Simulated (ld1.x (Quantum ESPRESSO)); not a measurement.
# Plane-wave convergence, RRKJ potential for Al

```json
{
 "Element": "aluminium",
 "Generator": "ld1.x (Quantum ESPRESSO) 7.5",
 "Type": "norm-conserving RRKJ (Kleinman–Bylander form)",
 "Functional": "PBEsol",
 "Relativity": "non-relativistic",
 "Frozen core": "[Ne]",
 "Valence charge": "3",
 "Reference configuration": "3s1.5 3p1.5",
 "Partial waves": "3p (bound): rc 0.65 bohr; 3s (bound): rc 1.70 bohr",
 "Local potential": "the s channel",
 "Core correction": "none",
 "rho0": "0.005"
}
```

The pseudo-atom Hamiltonian at the reference potential is diagonalised in spherical Bessel functions j_l(qr) that vanish at 20 bohr, with q² up to the cutoff. All-electron valence levels (Ry): 3p -0.2224, 3s -0.5963.

Question: How do the lowest levels (Ry) of each channel move with the cutoff, and are there ghosts?

Answer:

```csv
cutoff (Ry),p #1,s #1,d #1,f #1,f #2,Σ f·Δε (mRy)
8,-0.2001,-0.5885,0.0461,0.1029,0.2254,45.1
18,-0.2074,-0.5943,0.0461,0.1029,0.2254,25.6
35,-0.2077,-0.5962,0.0461,0.1029,0.2254,22.2
55,-0.2079,-0.5963,0.0461,0.1029,0.2254,21.7
80,-0.2089,-0.5963,0.0461,0.1029,0.2254,20.3
120,-0.2112,-0.5963,0.0461,0.1029,0.2254,16.7
200,-0.2191,-0.5963,0.0461,0.1029,0.2254,4.9
350,-0.2223,-0.5963,0.0461,0.1029,0.2254,0.0
400,-0.2224,-0.5963,0.0461,0.1029,0.2254,0.0
```

Result: no extra level below or beside the all-electron valence levels (p, s, d, f tested); 10 mRy is reached at 180 Ry and 1 mRy at 260 Ry.

5 of 7 tests not solved or not reliable.
